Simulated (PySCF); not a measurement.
PySCF job for C3H7Si, SMILES C1CC[SiH]1 (connectivity only; charge and spin as stated), charge +1, multiplicity 1, IEF-PCM-M06-2X/def2-SVP. Coordinates come from a PBE-D3(BJ)/def2-SVP optimisation. The multiplicity is an assumed one; other spin states were not compared. The isomer is the one that the SMILES or the coordinates give; other isomers of the formula were not compared.

```python
import numpy as np
from pyscf import gto, scf, dft
from pyscf.solvent import pcm

mol = gto.M(
    atom='''
    C    -1.30611109    0.00536236   -0.00000000
    C    -0.32863888   -0.00340648    1.23414888
    Si    1.04724005    0.00086982    0.00000000
    C    -0.32863887   -0.00340648   -1.23414888
    H    -1.94540824    0.90852027   -0.00000001
    H    -1.96438626   -0.88399352   -0.00000002
    H    -0.38174445   -0.89777378    1.89588192
    H    -0.38059518    0.87797020    1.91279110
    H     2.55344593    0.01160648    0.00000002
    H    -0.38059515    0.87797021   -1.91279110
    H    -0.38174442   -0.89777377   -1.89588193
    ''',
    basis='def2-SVP',
    charge=1,
    spin=0,
    max_memory=1600,
    verbose=3,
)
mf = dft.RKS(mol, xc='m06-2x').density_fit(auxbasis='def2-universal-jkfit')
mf.grids.level = 4
mf.conv_tol = 1e-9
mf.max_cycle = 100
mf.kernel()
res = {}
for name, eps in {'water': 78.355, 'acetone': 20.493, 'acetonitrile': 35.688}.items():
    s = mf.PCM()
    s.with_solvent.method, s.with_solvent.eps, s.with_solvent.lebedev_order = 'IEF-PCM', eps, 29
    s.kernel(mf.make_rdm1())
    res[name] = (s.e_tot, eps, s.dip_moment(), s.mo_energy, s.converged)
    print(f'{name}: electrostatic solvation free energy {(s.e_tot - mf.e_tot) * 627.509474:.3f} kcal/mol')
```

Output:

```
converged SCF energy = -407.431328323466

WARN: PCM is an experimental feature. It is still in testing.
Features and APIs may be changed in the future.

converged SCF energy = -407.522070718562

WARN: System has nonzero charge 1; the dipole moment is origin-dependent.
Location of origin: [0. 0. 0.]

Dipole moment(X, Y, Z, Debye):  2.87042, -0.00777, -0.00000
water: electrostatic solvation free energy -56.942 kcal/mol

WARN: PCM is an experimental feature. It is still in testing.
Features and APIs may be changed in the future.

converged SCF energy = -407.518717111766

WARN: System has nonzero charge 1; the dipole moment is origin-dependent.
Location of origin: [0. 0. 0.]

Dipole moment(X, Y, Z, Debye):  2.83299, -0.00754, -0.00000
acetone: electrostatic solvation free energy -54.837 kcal/mol

WARN: PCM is an experimental feature. It is still in testing.
Features and APIs may be changed in the future.

converged SCF energy = -407.520650144524

WARN: System has nonzero charge 1; the dipole moment is origin-dependent.
Location of origin: [0. 0. 0.]

Dipole moment(X, Y, Z, Debye):  2.85432, -0.00767, -0.00000
acetonitrile: electrostatic solvation free energy -56.050 kcal/mol
```

The run converged.

Cost: about 60 core-seconds (a rough figure).
